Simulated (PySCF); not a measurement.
All values below come from PBE-D3(BJ)/def2-TZVP // CAM-B3LYP-D3(BJ)/def2-TZVP in PySCF 2.14.0. Isolated molecules, 0 K electronic values unless said otherwise. 

Reference species (SMILES): `[nH]1cc[c]c1` (neutral, multiplicity 2).

```
Item           Result
-------------  ------
dipole moment  2.59 D
```

Changed species: `C1=CC=C[N]1` (H atom removed from N4; the reference has H atom removed from C1).

Predict the effect on the dipole moment.

the dipole moment falls by 0.64 D, to 1.95 D.
